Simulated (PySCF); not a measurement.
B3LYP has the VWN-RPA correlation part, as in Gaussian. Delta-SCF ions had no search for a lower state. Excitations are Tamm–Dancoff values on a coarser integration grid. The basis has no diffuse functions, so Rydberg states are missing or too high.

**CH$_{3}$ClSSi, SMILES `C(=S)[SiH2]Cl` (S–C–Si–Cl torsion 180°) (charge 0, multiplicity 1)**

Computed with B3LYP-D3(BJ)/def2-TZVP // PBE0-D4/def2-TZVP run with PySCF 2.14.0.

```yaml
HOMO: -6.62 eV
dipole_moment: 0.16 D
LUMO: -3.32 eV
HOMO–LUMO gap: 3.30 eV
S1 excitation (TDA): 1.93 eV
S1 oscillator strength: 0.000
T1 excitation (TDA): 1.33 eV
S1–T1 gap (TDA): 0.59 eV
vertical ionisation energy (Delta-SCF): 9.02 eV
total_energy: -1187.9308 Ha
cost: around 50 core-seconds (rough)
```

```xyz
7

S      2.1116     1.0265    -0.1634
C      1.0958    -0.2211    -0.1157
Si    -0.7301     0.1632     0.0777
Cl    -1.8239    -1.5787     0.1168
H      1.4671    -1.2458    -0.1944
H     -1.1789     0.9749    -1.0744
H     -0.9415     0.8810     1.3535
```
Charge 0, spin multiplicity 1.
